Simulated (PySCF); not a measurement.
This PySCF input asks for the NMR shieldings of SMILES C1(C#N)=C[SiH2]C(C#C)=C1, C₇H₅NSi; the geometry comes from GFN2-xTB.

```python
import basis_set_exchange as bse
import numpy as np
from pyscf import gto, dft
from pyscf.prop import nmr

atoms = """
C     3.438147    0.137098   -0.337446
C     2.241642    0.084754   -0.216345
C     0.861779   -0.023345   -0.034785
C    -0.048618    0.754634   -0.656191
C    -1.440467    0.476747   -0.326292
C    -2.467043    1.238047   -0.924413
N    -3.303309    1.855615   -1.409570
C    -1.671962   -0.519944    0.557145
Si   -0.028496   -1.265717    1.103187
H     4.478123    0.200973   -0.458692
H     0.195174    1.539454   -1.357230
H    -2.670244   -0.791217    0.856377
H     0.150894   -2.647815    0.665574
H     0.263702   -1.039757    2.516514
"""
names = dict.fromkeys(["C", "N", "Si", "H"], "pcSseg-1")
basis = {el: gto.basis.parse(bse.get_basis(n, elements=[el], fmt="nwchem")) for el, n in names.items()}
mol = gto.M(atom=atoms, basis=basis, charge=0, verbose=0)
mf = dft.RKS(mol, xc="PBE0")
mf.grids.level = 2
mf.grids.alignment = dft.numint.BLKSIZE   # the property module wants whole blocks of grid points
mf.conv_tol = 1e-9
mf.kernel()

calc = nmr.RKS(mf)   # GIAO
C = mf.mo_coeff
Co = C[:, mf.mo_occ > 0]
resp = mf.gen_response(singlet=True, hermi=2)
def vind(x):   # induced exchange potential for any number of trial vectors
    d = np.einsum("pi,xij,qj->xpq", C, 2 * x.reshape(-1, C.shape[1], Co.shape[1]), Co, optimize=True)
    return np.einsum("xpq,pi,qj->xij", resp(d - d.transpose(0, 2, 1)), C, Co, optimize=True).ravel()
mo1, _ = nmr.rhf.solve_mo1(calc, with_cphf=vind)
sigma = calc.kernel(mo1)
for i, s in enumerate(sigma):   # ppm
    print("%2d %-2s %9.2f" % (i, mol.atom_pure_symbol(i), np.trace(s) / 3))
```

Problem. What are the results?

Solution. 
```
 0 C      85.14
 1 C     100.65
 2 C      52.84
 3 C      26.13
 4 C      47.51
 5 C      65.19
 6 N     -54.52
 7 C      35.79
 8 Si    385.60
 9 H      28.06
10 H      24.33
11 H      24.80
12 H      26.98
13 H      26.98
```

These numbers come from an equivalent density-fitted implementation of the same equations, which agrees with the script to about 0.01 ppm for H and up to a few tenths of a ppm for heavy atoms, so last digits may differ.

Problem. Turn these shieldings into chemical shifts. Shifts are taken against calculated references (same method and geometry level): TMS for 13C (σ = 186.93 ppm), 29Si (σ = 349.16 ppm), 1H (σ = 31.72 ppm); 15N (σ = 267.73 ppm) against NH3.

Solution. Averaging equivalent atoms: C 3: 160.8; C 7: 151.1; C 4: 139.4; C 2: 134.1; C 5: 121.7; C 0: 101.8; C 1: 86.3; N 6: 322.3; Si 8: -36.4; H 10: 7.39; H 11: 6.92; H 12/13: 4.74; H 9: 3.65 ppm. Experimental scales use liquid or dissolved standards, which lie at an offset from isolated NH3 (liquid NH3: subtract about 20 ppm). Unscaled 15N shifts of sp2 nitrogen often come out too high even then, by a few to some tens of ppm.

Size and cost of the density-fitted run: 185 basis functions, 21 s wall time on 1 thread of an AMD EPYC 9R45, shared host; peak memory 0.82 GiB.
